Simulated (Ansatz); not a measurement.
Si4Ge⁻. Charge -1, multiplicity 4. Geometry B3LYP-D4/def2-SVPD; atoms count from 1.

Cartesian coordinates in Å:
```
Si -0.245 1.735 -0.148
Si 0.781 -1.561 0.210
Si -1.309 -0.398 0.087
Si 0.441 0.321 1.689
Ge 0.332 -0.096 -1.838
```

At PBE0-D4/def2-TZVPD a doublet of charge -1 lies 1.07 eV below the quartet, each at its own geometry. The structure comes from a short search, and lower isomers may exist.

Question: Estimate the Mulliken populations from the PBE0/def2-TZVPD orbitals of Ansatz.

Answer: 
```json
{"atom": "Si1", "charge (e)": "-0.22", "spin (α − β)": "0.64"}
{"atom": "Si2", "charge (e)": "-0.22", "spin (α − β)": "0.64"}
{"atom": "Si3", "charge (e)": "-0.28", "spin (α − β)": "0.28"}
{"atom": "Si4", "charge (e)": "-0.18", "spin (α − β)": "0.66"}
{"atom": "Ge5", "charge (e)": "-0.10", "spin (α − β)": "0.77"}
```
Mulliken values and Mayer orders depend strongly on the basis. With diffuse functions, as here, like atoms can get unlike values, and bond orders can come out too low or too high.

Question: Where does the spin sit?

Answer: Summed by element: Si 2.23, Ge 0.77, of 3 unpaired in all. Largest on single atoms: Ge5 0.77, Si4 0.66, Si2 0.64.

Question: And the Mayer bond orders between bonded heavy atoms (over 0.3)?

Answer: Si1–Si3 0.88 (2.39 Å); Si1–Si4 0.79 (2.42 Å); Si1–Ge5 0.74 (2.56 Å); Si2–Si3 0.88 (2.39 Å); Si2–Si4 0.79 (2.42 Å); Si2–Ge5 0.74 (2.56 Å); Si3–Si4 0.78 (2.48 Å); Si3–Ge5 0.73 (2.55 Å). Values over 0.3 also appear between atoms too far apart for a bond (Si1–Si2 0.33 at 3.47 Å); they arise where an orbital or an unpaired electron spreads over both atoms.
